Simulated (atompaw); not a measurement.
**Before and after: PAW (atompaw) potential for Ce**

atompaw 4.2.0.5 input, output lines left out:

```
Ce 58
GGA-PBE scalarrelativistic loggrid 2001 logderivrange -5 5 251
6 6 5 4 0 0
6 1 0
5 2 1
4 3 1
0 0 0
c
c
c
c
v
v
c
c
c
v
v
c
c
v
v
3
3.00 2.60 2.95 1.60
n
n
y
1.55
n
y
0.1
n
custom rrkj vanderbiltortho sinc
4 0 troulliermartins
1.95
3.00
2.15
3.00
3.00
3.00
1.70
1.70
```

Change: local potential troulliermartins scheme with l = 4 at 0 Ry, radius 2.56 bohr.

Cutoffs: the cutoffs (Ry, on a coarse ladder) from which the occupation-weighted sum of valence levels, in a spherical-Bessel basis at the reference potential, stays within 10 and 1 mRy of its value at 400 Ry; they do not see the model core or the augmentation charge, which bear on the density cutoff.

Problem. What does the change do?

Solution. The potential gets neither clearly harder nor softer (45 Ry and 60 Ry → 45 Ry and 60 Ry); the bound ghost in s disappears; the range in which the p phases agree widens (upper end 0.7 → at the end of the scan). A state that the projectors do not describe sees the local part alone, so a deeper or shallower local part can create or remove a ghost.

| quantity | base | changed |
| --- | --- | --- |
| cutoff, loose | 45 Ry | 45 Ry |
| cutoff, tight | 60 Ry | 60 Ry |
| loose cutoff by channel (10 mRy a level) | s 10 Ry, p 15 Ry, d 8 Ry, f 45 Ry | s 10 Ry, p 12 Ry, d 8 Ry, f 45 Ry |
| bound ghosts | s | none |
| s: phases at 3.01 bohr within 0.05 rad from the reference energy up to (Ry; the scan ends near 5) | -0.3 | 0.7 |
| p: phases at 3.01 bohr within 0.05 rad from the reference energy up to (Ry; the scan ends near 5) | 0.7 | to the end of the scan |
| d: phases at 3.01 bohr within 0.05 rad from the reference energy up to (Ry; the scan ends near 5) | 2.7 | 2.7 |
| f: phases at 3.01 bohr within 0.05 rad from the reference energy up to (Ry; the scan ends near 5) | to the end of the scan | to the end of the scan |
| lowest overlap eigenvalue by channel | s 0.03, p 0.05, d 0.15, f 1.00 | s 0.10, p 0.04, d 0.06, f 1.00 |

 A true bound ghost makes a file unfit for plane-wave use even where its test errors are small: the radial tests pick states by their node count and pass the ghost by. The cutoffs see the waves, projectors and local potential, not the compensation charge or the core.
